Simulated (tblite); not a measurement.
Start geometry of `[Si@@H](C)(S[SiH3])OC(=O)C#C` from a force field or distance geometry (Å):
```
atom  x, y, z in Å
C1     3.925    1.383   -0.514
C2     2.985    0.679   -0.174
C3     1.914   -0.172    0.259
O4     2.067   -1.405    0.090
O5     0.741    0.368    0.810
Si6   -0.499   -0.764    1.266
C7    -0.483   -2.129   -0.018
S8    -2.396    0.129    1.554
Si9   -2.773    1.810    0.310
H10    4.731    2.009   -0.811
H11   -0.030   -1.401    2.523
H12   -1.534   -2.419   -0.238
H13    0.008   -1.821   -0.946
H14    0.125   -2.976    0.391
H15   -2.436    3.067    1.043
H16   -2.112    1.730   -0.974
H17   -4.242    1.924    0.068
```

Task: What comes out of this run: tblite, GFN2-xTB geometry optimisation, gas phase?

Result: 
```
atom  x, y, z in Å
C1     3.036    1.924   -0.580
C2     2.423    0.992   -0.137
C3     1.695   -0.129    0.402
O4     2.201   -1.157    0.763
O5     0.391    0.108    0.460
Si6   -0.664   -1.042    1.069
C7    -0.665   -2.608    0.012
S8    -2.501    0.031    0.896
Si9   -1.858    2.004    0.300
H10    3.577    2.737   -0.968
H11   -0.331   -1.237    2.473
H12   -1.431   -3.297    0.352
H13   -0.867   -2.380   -1.033
H14    0.295   -3.114    0.068
H15   -0.941    2.528    1.302
H16   -1.240    1.935   -1.017
H17   -3.125    2.716    0.278
```

The energy falls by 87.8 kJ/mol over 224 L-BFGS steps, the largest force on an atom goes from 3.50 to 0.008 eV/Å, and the atoms move by 0.900 Å rms after alignment. The bond that changes most is C3–O5 (carbonyl carbon to oxygen singly bound to a carbonyl carbon), which shortens by 0.078 Å. Bonds longer at the end by more than 0.005 Å: 5 of 16; shorter: 11. Among the angles that change most is O5–Si6–S8, from 113.6° to 99.7°. Among the dihedrals that turn most is S8–Si6–C7–H13, from 107° to 56°. Rotational constants go from 1622, 525.5, 430.5 to 1286, 751.8, 502.9 MHz. The orientation of the end geometry is arbitrary; only internal coordinates are fixed.

Hardware: Arm Neoverse V1, one thread, shared host. Cost: 2.5 s of wall time.

Its GFN2-xTB frequencies are all real (lowest 24 cm⁻¹). The numbers are those of one conformer. 3 starts were optimised and ended at 0.00, 0.99 and 1.00 kcal/mol (GFN2-xTB); the lowest of these is shown.

These are computed values.
